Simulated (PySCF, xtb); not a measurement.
ethynylcyclopropane (C5H6), SMILES C#CC1CC1.

xtb with GFN2-xTB at its own geometry gives an orbital gap of 6.30 eV and a dipole moment of 0.67 D.

Coordinates come from a B3LYP-D3(BJ)/def2-SVP optimisation.

What does M06-2X/def2-TZVP run with PySCF give? (The exact figures need the calculation; the answer reports its results.)

gap 9.99 eV (levels -8.35 and 1.64 eV), dipole 0.97 D.
